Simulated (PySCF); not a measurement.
Species: C8H7O (doublet state).
Z-matrix (Å and degrees, GFN2-xTB geometry), rows numbered from 1:
```
C 
C   1  1.3795
C   2  1.4251  1  121.44
C   3  1.3735  2  121.33  1  -179.89
C   4  1.3889  3  120.54  2    -0.04
C   5  1.4033  4  119.79  3     0.01
C   6  1.4694  5  119.46  4   179.97
O   7  1.2041  6  125.44  5     0.05
C   6  1.3814  5  120.17  4     0.04
H   1  1.0747  2  121.15  3    -0.02
H   1  1.0746  2  121.26  3   179.97
H   3  1.0799  2  118.20  1     0.07
H   4  1.0801  3  119.88  2   179.93
H   5  1.0790  4  121.54  3   179.95
H   7  1.1092  6  113.59  5  -179.94
H   9  1.0809  2  118.79  1    -0.02
```

The hyperfine couplings belong to this conformer and change with its torsions.

Identity: `[CH2]c1cccc(C=O)c1` [radical].

Computed with PySCF, UKS B3LYP, pcH-1 on C H O, non-relativistic, mean-field spin-orbit, GIAO. The structure is a single GFN2-xTB conformer in the gas phase; no vibrational or solvent corrections. Couplings are sensitive to structure, and on GFN2-xTB geometries they can be far from those on DFT ones. No stability test was run, so a lower SCF solution isn't excluded. ⟨S²⟩ is 0.785 where a pure state has 0.75.

Q: Where do the isotropic ENDOR lines of H10, H11, H14, H12, H16 and H13 fall at 3361.4 mT, to first order?

A: For S = 1/2 in fast tumbling each set of equivalent nuclei gives two lines, ν± = |νn ± a/2| to first order, with νn = g_N μN B/h and μN/h = 7.62259 MHz/T.

| nuclei | isotope | g_N | νn (MHz) | a_iso (MHz) | lower line (MHz) | upper line (MHz) |
| --- | --- | --- | --- | --- | --- | --- |
| H10 | 1H | 5.5857 | 143.12 | -45.64 | 120.30 | 165.94 |
| H11 | 1H | 5.5857 | 143.12 | -45.64 | 120.30 | 165.94 |
| H14 | 1H | 5.5857 | 143.12 | -19.86 | 133.19 | 153.05 |
| H12 | 1H | 5.5857 | 143.12 | -17.14 | 134.55 | 151.69 |
| H16 | 1H | 5.5857 | 143.12 | -16.00 | 135.12 | 151.12 |
| H13 | 1H | 5.5857 | 143.12 | 6.89 | 139.68 | 146.56 |

Q: Which pairs are centred on the nuclear Larmor frequency, and which on half the coupling?

A: Centred on νn, since |a| < 2νn: H10, H11, H14, H12, H16 and H13. No pair has |a| > 2νn.

H10 and H11 aren't averaged: C1 is flat or nearly so (angle sum 360°), and its turn about the short C1–C2 bond (1.38 Å) is taken as slow.
